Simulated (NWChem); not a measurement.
Molecule: CH4SSe; SMILES CS[SeH]

```xyz
7

Se     0.0574     1.0182     0.0338
H      0.1940     1.1933    -1.4277
S     -0.6720    -1.0568     0.0069
C      0.8587    -2.0263     0.0169
H      1.4263    -1.8950    -0.9149
H      0.5419    -3.0780     0.0984
H      1.4868    -1.7737     0.8819
```
Atoms are numbered in this order, from 1.

Computed with NWChem. The geometry was optimised at PBE0/def2-SVP. Ions are spin-unrestricted doublets at the neutral geometry; other ion states weren't tried.

For level CAM-B3LYP/def2-SVP:

vertical ionisation energy, ΔSCF (eV): 9.18
−ε(HOMO) (eV): 8.10

Problem. Estimate the same quantities for level PBE/def2-SVP.

Solution. 
| Quantity | Value |
|---|---|
| vertical ionisation energy, ΔSCF (eV) | 8.82 |
| −ε(HOMO) (eV) | 5.57 |
